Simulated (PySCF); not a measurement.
# Tc²⁺ (technetium, charge +2) across methods

[Kr] 4d4 5p1, one real determinant (an excited configuration). Calculation: PySCF 2.14, in def2-TZVPPD with the def2 core potential (28 electrons) (6s4p3d2f1g, 56 functions); scalar relativity through the core potential. The B2PLYP total includes its PT2 part (frozen core); its orbital energies are those of the SCF part.

```tsv
method	E (hartree)	mean ε 4p β (eV)	mean ε 4d α (eV)	mean ε 5p α (eV)	Σ⟨r²⟩ (bohr²)	⟨S²⟩
M06-L	-79.4935	-66.654	-28.131	-15.544	35.06	8.750
LDA	-79.2592	-66.066	-28.100	-15.875	35.30	8.750
r2SCAN	-79.5093	-66.838	-28.555	-15.821	35.15	8.751
PBE0	-79.4646	-68.535	-29.978	-16.329	35.29	8.751
B2PLYP	-79.2987	-70.821	-31.665	-16.686	35.45	8.751
UHF	-78.96636	-74.475	-34.888	-17.586	35.80	8.752
PBE	-79.4756	-66.081	-28.091	-15.765	35.26	8.750
M06	-79.4117	-68.524	-29.602	-16.112	35.30	8.750
```

Question: Estimate the same row for TPSSh.

Answer: E (hartree) = -79.4507; mean ε 4p β (eV) = -67.235; mean ε 4d α (eV) = -28.824; mean ε 5p α (eV) = -15.919; Σ⟨r²⟩ (bohr²) = 35.28; ⟨S²⟩ = 8.751.

⟨L²⟩ = 8.01 against 12 for a pure F term, so this real determinant mixes terms. Energies and moments cover only the electrons outside the core potential.
